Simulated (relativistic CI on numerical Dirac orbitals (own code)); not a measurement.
Computed by Dirac-Coulomb-Breit CI, separate exchange-only KLI orbitals for each configuration, QED by a radiative potential, unscaled Slater integrals (own radial code, finite nucleus).

The strongest absorption lines from the ground level of an ion, among the configurations computed and to levels below about 152 eV (vacuum wavelength in nm, gf): 8.1782 (0.037), 8.5668 (0.04), 9.1062 (0.035), 9.6525 (0.047), 9.7725 (0.082), 9.7835 (0.38), 9.9669 (0.27), 10.176 (0.17).

Q: Which ion is it?
A. Eu XXIV
B. Tb XXIV
C. Eu XXII
D. Eu XX

A: C. Eu XXII has 42 electrons and the ground level 4s²4p⁶4d⁶ ⁵D4; the strongest line goes to 4s²4p⁵4d⁷ ⁵D°3. The pattern of lines fixes the number of electrons, and along that sequence the line energies rise steadily with the charge (about as its square where n changes within one kind of shell, about linearly where n is kept but much faster in heavy ions where fine structure, which grows about as Z⁴, sets the gap, and irregularly where shells cross), which fixes Z. Configurations outside the model, such as inner-shell arrays, can give stronger lines. At this charge energies of transitions that change n are usually good to better than 1 %, and those within a shell (Δn = 0) to a few per cent. Terms inside the open d or f shell come out 10 to 20 % too wide with unscaled integrals.

LS names give the leading component of a level, which can be under half, so a name can repeat, a term be missing and a line seem to break the LS rules.
